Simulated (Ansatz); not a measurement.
`O[SiH]1NCS1` + H₂ → `C1N[SiH2]S1` + H₂O  (hydrogenolysis of the Si–O bond)

Program: Ansatz. Geometries: PBE0-D4/def2-TZVP. ΔE: electronic, gas phase. CCSD(T)/CBS adds triple-zeta CCSD(T) − MP2 to the extrapolated MP2 energy (def2 sets, frozen cores). This one scheme is used for every species. Functionals use def2-TZVPP. One conformer a species, not always the lowest.

**Question.** Is it downhill or uphill in electronic energy at CCSD(T)/CBS, and by how much? (Best estimate.)

**Answer.** The calculation gave: Uphill: ΔE = +1.12 eV.

**Question.** What do these levels give: PBE-D4, PBE0-D4, PBE, CCSD(T)/def2-TZVPP, MP2/def2-QZVPP, CCSD/CBS(def2)? (Best estimate.)

**Answer.** Computed: PBE-D4 1.11, PBE0-D4 1.09, PBE 1.08, CCSD(T)/def2-TZVPP 1.12, MP2/def2-QZVPP 1.19, CCSD/CBS(def2) 1.09 eV.

Largest T1 diagnostic among the species: 0.012.

The D4 term adds +0.06 eV with B3LYP and +0.03 eV with PBE0; it sums over pairs of atoms, weighted by their polarisabilities, and B3LYP, whose exchange is more repulsive, gets the larger term. In def2-TZVPP, CCSD(T) changes the Hartree–Fock value by +0.10 eV (the triples alone add +0.04 eV) and MP2 by +0.17 eV.

B3LYP here is the variant with VWN-RPA as its local correlation; programs differ in this.
